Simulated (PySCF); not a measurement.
A calculated (UHF, PySCF 2.14, def2-SVP, no relativity, point nucleus) atom or ion has these occupied shells.

| shell | electrons | orbital energy (eV) | rms radius, mean of both spins (bohr) |
| --- | --- | --- | --- |
| 1s α | 1 | -944.26 | 0.183 |
| 1s β | 1 | -940.44 | 0.183 |
| 2s α | 1 | -98.200 | 0.920 |
| 2s β | 1 | -85.521 | 0.920 |
| 2p α | 3 | -70.219 | 0.916 |
| 2p β | 1 | -64.119 | 0.916 |

(1) Name the element and its charge.

Answers

(1) Ne²⁺ (neon, charge +2), in [He] 2s2 2p4, high-spin 3P determinant.
